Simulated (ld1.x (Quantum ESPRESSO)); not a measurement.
The numbers below are computed, except where a source is named.
# Potentials for C compared

Generated with ld1.x 7.5 (TM, RRKJ, ultrasoft, PAW), atompaw 4.2 or ONCVPSP 4.0.1. The cutoff is in Ry: for ld1.x and atompaw files where the sum of valence levels is converged to 10 mRy in a Bessel basis, for ONCV files where the hardest occupied wave has 1 mHa per electron of residual kinetic energy. The error is the largest all-electron minus pseudo excitation energy over each file’s own four to seven test configurations (ionisations up to +4, promotions, holes and added fractions of an electron), all of which were solved. The labels leave out finer settings (local radius, basis sizes, second energies), which also bear on the numbers. Spin-polarised tests are not counted. The rows are a selection from randomly drawn settings: files with unsolved tests, undetermined cutoffs or missed reference levels are left out.

| potential | cutoff (Ry) | largest error (meV) | bound ghosts |
| --- | --- | --- | --- |
| TM, BLYP, scalar-relativistic, rc 1.00/1.40 (sp), local smoothed, core correction yes, reference 2s1.75 2p2.25 | 50 | +71 | none |
| TM semilocal, LDA (PZ), non-relativistic, rc 0.75/2.05/2.20 (spd), local p, core correction yes, reference 2s2 2p1.5 | 140 | +479 | none |
| TM, PBEsol, scalar-relativistic, rc 0.80/1.70 (sp), local smoothed, core correction no, reference 2s2 2p2 | 100 | +386 | none |

(1) Fill in the row for C: TM semilocal, PBE, scalar-relativistic, rc 0.75/1.70/1.50 (spd), local d, core correction yes, reference 2s2 2p2.

(2) Fill in the row for C: TM, PBE, scalar-relativistic, rc 0.85/1.50/1.30 (spd), local d, core correction no, reference 2s2 2p1.

Results:

(1) cutoff 140 Ry, largest error +445 meV, bound ghosts: none.

(2) cutoff 80 Ry, largest error +258 meV, bound ghosts: none.
